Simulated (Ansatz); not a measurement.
Saddle point of SiH$_{4}$SF$_{2}$, singlet (SiH₂SF₂ ([F][SiH]([F])[SH]) + H₂ → SiH₂F₂ ([F][SiH2][F]) + H₂S; bonds formed: Si1–H7, S2–H6; bonds broken: Si1–S2, H6–H7), PBE0-D4/def2-TZVP structure:

```tsv
atom	x (Å)	y (Å)	z (Å)
Si1	-0.5194	0.2332	0.3882
S2	1.6754	0.3804	-0.5874
F3	-2.0565	-0.1995	0.5902
F4	-0.7178	1.7783	0.1005
H5	0.0278	-0.3114	1.6374
H6	0.2024	-0.4152	-1.0964
H7	-0.7076	-0.7021	-1.0129
H8	2.0956	-0.7635	-0.0194
```

Energies are electronic, without zero-point energy. Barriers and step energies count from the start structure reached by relaxing down the imaginary mode; all methods use the PBE0-D4 structures, on which another method's saddle can fall below an end. Computed with Ansatz 0.2.0 (basis: def2-TZVPP, with def2-QZVPP for the basis limit); correlated methods freeze the cores. B3LYP uses VWN-RPA correlation. Extrapolation: Hartree–Fock as exp(−7.88 √X), correlation as X^−2.97.

```json
{"method": "SPW92", "barrier (kJ/mol)": "161.6", "step energy (kJ/mol)": "34.3"}
{"method": "PBE-D4", "barrier (kJ/mol)": "196.8", "step energy (kJ/mol)": "39.9"}
{"method": "BLYP-D4", "barrier (kJ/mol)": "219.6", "step energy (kJ/mol)": "34.8"}
{"method": "r2SCAN-D4", "barrier (kJ/mol)": "?", "step energy (kJ/mol)": "41.2"}
{"method": "B97M-V", "barrier (kJ/mol)": "221.3", "step energy (kJ/mol)": "38.0"}
{"method": "PBE0-D4", "barrier (kJ/mol)": "212.9", "step energy (kJ/mol)": "36.8"}
{"method": "B3LYP-D4", "barrier (kJ/mol)": "?", "step energy (kJ/mol)": "32.1"}
{"method": "r2SCAN0-D4", "barrier (kJ/mol)": "221.6", "step energy (kJ/mol)": "37.9"}
{"method": "BHLYP-D4", "barrier (kJ/mol)": "249.0", "step energy (kJ/mol)": "28.2"}
{"method": "CAM-B3LYP-D4", "barrier (kJ/mol)": "235.1", "step energy (kJ/mol)": "28.3"}
{"method": "wB97X-V", "barrier (kJ/mol)": "236.3", "step energy (kJ/mol)": "32.7"}
{"method": "wB97M-V", "barrier (kJ/mol)": "232.5", "step energy (kJ/mol)": "33.9"}
{"method": "B2PLYP", "barrier (kJ/mol)": "237.1", "step energy (kJ/mol)": "32.2"}
{"method": "PBE-QIDH", "barrier (kJ/mol)": "?", "step energy (kJ/mol)": "36.0"}
{"method": "RPA on PBE", "barrier (kJ/mol)": "240.5", "step energy (kJ/mol)": "26.7"}
{"method": "HF", "barrier (kJ/mol)": "297.8", "step energy (kJ/mol)": "19.2"}
{"method": "MP2", "barrier (kJ/mol)": "240.9", "step energy (kJ/mol)": "38.1"}
{"method": "CCSD", "barrier (kJ/mol)": "250.3", "step energy (kJ/mol)": "27.5"}
{"method": "CCSD(T)", "barrier (kJ/mol)": "241.4", "step energy (kJ/mol)": "31.3"}
```

Question: Fill in the withheld barriers. (An estimate is asked for; the value comes from the calculation.)

Answer: Computed: PBE-QIDH 229.6; B3LYP-D4 230.0; r2SCAN-D4 210.6 kJ/mol. Each is the energy of the saddle less that of the start structure, by the same method.

For comparison, the barrier by CCSD(T) at an estimated basis limit (MP2 extrapolated from triple and quadruple zeta, plus CCSD(T) − MP2 in triple zeta) is 238.4 kJ/mol.

T1 diagnostic: at most 0.013.

Labels in which every atom is bracketed show which atoms are joined, not bond orders.

For scale, one of the runs: CCSD(T)/def2-TZVPP, 202 basis functions, launched by `ansatz run in.yaml --threads 4 --pin off --events-out ev --progress --plain --max-ram 9574MiB`. Time: 50 s of wall clock on 4 CPU threads of an Arm Neoverse V2; the host was shared. Peak host memory: 2.5 GiB.
